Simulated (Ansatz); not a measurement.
Consider the formal loss of a carbene: `BC(C)O[SiH3]` → `BCO[SiH3]` + `[CH2]` (triplet).

Calculated with Ansatz (gas phase, PBE0-D4/def2-TZVP geometries, no zero-point term in ΔE). CBS: MP2 limit from def2 TZ/QZ plus the TZ coupled-cluster correction, frozen cores. This one scheme is used for every species. Functionals use def2-TZVPP. HSE06 is defined as in plane-wave codes. Triplets are unrestricted, without spin–orbit coupling. Each species was taken in one conformer, which may not be the lowest.

```json
{"level": "PBE-D4", "ΔE (eV)": "4.58"}
{"level": "ωB97X-V", "ΔE (eV)": "4.64"}
{"level": "B2PLYP", "ΔE (eV)": "4.41"}
{"level": "HSE06", "ΔE (eV)": "4.43"}
{"level": "MP2/def2-SVP", "ΔE (eV)": "4.48"}
{"level": "CCSD(T)/def2-SVP", "ΔE (eV)": "4.39"}
{"level": "CCSD(T)/def2-TZVPP", "ΔE (eV)": "4.43"}
{"level": "SCS-MP2/def2-QZVPP", "ΔE (eV)": "4.64"}
```

Task: What does CCSD(T)/CBS give? (Estimate.)

Result: Computed: +4.55 eV. The listed levels differ from it by 0.03, 0.09, -0.14, -0.12, -0.07, -0.16, -0.12, 0.09 eV.

Task: What do rigid-rotor, harmonic-oscillator terms from PBE0-D4/def2-TZVP frequencies (298.15 K, 1 bar) make of the CCSD(T)/CBS value? (Estimate.)

Result: Ansatz gave: ΔZPE = -0.30 eV, ΔH = +4.31 eV, ΔS = 158 J/(mol·K), ΔG = +3.83 eV. Open shells count their whole term as degenerate. Modes under 50 cm⁻¹ make the entropy rough.

Largest T1 diagnostic among the species: 0.011.

In def2-TZVPP, CCSD(T) changes the Hartree–Fock value by +1.45 eV (the triples alone add +0.12 eV) and MP2 by +1.59 eV. At CCSD(T), def2-SVP lies −0.16 eV from the extrapolated value and def2-TZVPP −0.12 eV.
